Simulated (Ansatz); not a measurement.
Relaxation of Cl2F2H4HfOSi (11 atoms, charge 0, multiplicity 1), to a largest force component of 0.03 eV/Å in at most 50 steps.

All numbers below come from Ansatz, RKS PBE/def2-SVP.

```xyz
11
Properties=species:S:1:pos:R:3
Hf 0.430 0.248 -0.348
Cl -1.302 0.610 2.919
Cl 1.827 0.177 -2.241
F -1.088 1.325 -0.787
F -0.074 -1.557 0.032
O 1.501 1.090 1.154
Si 2.945 1.707 1.779
H 3.971 0.612 1.866
H 3.455 2.811 0.896
H 2.663 2.245 3.155
H -0.046 1.040 2.727
```

Question: Where does it end, and by what steps?

Answer: The forces met the threshold. After 11 steps the energy has fallen by 0.134 eV; Cl2 moved furthest, 0.46 Å. Joined: Hf1–Cl2 (3.72 → 3.00 Å).

| step | energy less start (eV) | largest force component (eV/Å) | accepted |
| --- | --- | --- | --- |
| 0 | 0.0000 | 1.047 | yes |
| 1 | -0.0882 | 0.351 | yes |
| 2 | -0.1135 | 0.216 | yes |
| 3 | -0.1143 | 0.374 | yes |
| 4 | -0.1280 | 0.089 | yes |
| 5 | -0.1278 | 0.118 | no |
| 6 | -0.1296 | 0.038 | yes |
| 7 | -0.1305 | 0.032 | yes |
| 8 | -0.1312 | 0.034 | yes |
| 9 | -0.1329 | 0.098 | yes |
| 10 | -0.1334 | 0.048 | yes |
| 11 | -0.1335 | 0.015 | yes |

```xyz
11
Properties=species:S:1:pos:R:3
Hf 0.309 0.276 -0.111
Cl -1.205 0.547 2.470
Cl 1.845 0.250 -1.902
F -1.117 1.379 -0.764
F -0.124 -1.577 0.126
O 1.434 1.084 1.324
Si 2.948 1.709 1.779
H 3.969 0.608 1.762
H 3.348 2.800 0.829
H 2.813 2.261 3.170
H 0.060 0.970 2.469
```

Whether the end is a true minimum wasn't checked by a vibrational analysis.

The run took 61 s on 4 threads of Arm Neoverse N1, with other jobs on the host, peak memory 0.24 GiB.
